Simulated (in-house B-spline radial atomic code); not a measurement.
OEP/ALDAx excitations of Se6+

Method: OEP/ALDAx. Computed with a B-spline radial code for spherical atoms: linear response of the closed shell [Ar] 3d10 with the adiabatic LDA exchange kernel on the exchange-only optimised effective potential; non-relativistic, point nucleus, no spin-orbit coupling, no double excitations, S, P, D and F terms only. Only terms of natural parity with L up to 3 were computed.

Without relativity these are model numbers for so heavy an element.

Command:
```bash
python run_td.py task.json out
```
Settings (radii: box in bohr, nucleus in fm):
```
Z                        34
electrons                28
configuration            [Ar] 3d10
hamiltonian              nr
method                   oep
box_radius               14.35
intervals                74
```

Run time, properties included: 1.8 s on 1 thread of Arm Neoverse N1, with other jobs on the host.

The lowest states, in the order of their Tamm-Dancoff energies; the method's threshold (minus the highest occupied level) is 158.44 eV. Labels give the largest channel, * marks a mixed state, and oscillator strengths are full-response dipole values. Semilocal kernels can invert the small singlet-triplet splittings of Rydberg terms. Energies in eV:

```tsv
state	full response	Tamm-Dancoff	oscillator strength
3d → 4s 3D	56.44	56.46	-
3d → 4s 1D	57.29	57.30	-
3d → 4p 3P	71.05	71.08	-
3d → 4p 3F	71.44	71.45	-
3d → 4p 1F	72.08	72.08	-
3d → 4p 1P	?	?	?
3d → 4d 3S	93.75	93.80	-
3d → 4d 3D	95.16	95.17	-
3d → 4d 1D	96.03	96.06	-
3d → 4d 1S	?	?	-
3d → 5s 3D	106.67	106.68	-
3d → 5s 1D	106.91	106.91	-
3d → 5p 3P	112.37	112.38	-
3d → 5p 3F	112.49	112.49	-
3d → 5p 1F	112.70	112.70	-
3d → 5p 1P	113.02	113.04	0.0406
3d → 4f 3P	114.10	114.11	-
3d → 4f 3F	114.42	114.42	-
3d → 4f 1F	114.63	114.63	-
3d → 4f 1P	115.57	115.64	1.1
3d → 5d 3S	121.53	121.55	-
3d → 5d 3D	122.01	122.01	-
```

Question: Where does 3d → 4d 1S lie?

Answer: At 101.79 eV in full response, 102.62 eV in Tamm-Dancoff.

Question: Where does 3d → 4p 1P lie?

Answer: At 73.24 eV in full response, 73.33 eV in Tamm-Dancoff, oscillator strength 0.559.

Question: How large is the singlet-triplet splitting of 3d → 4s (D terms) in Tamm-Dancoff?

Answer: 0.841 eV, from the unrounded values.

Question: What polarisabilities and dispersion coefficient does the method give?

Answer: Dipole 0.3569 bohr³, quadrupole 0.3202 bohr⁵, C6 0.5173 hartree·bohr⁶ for two such species.
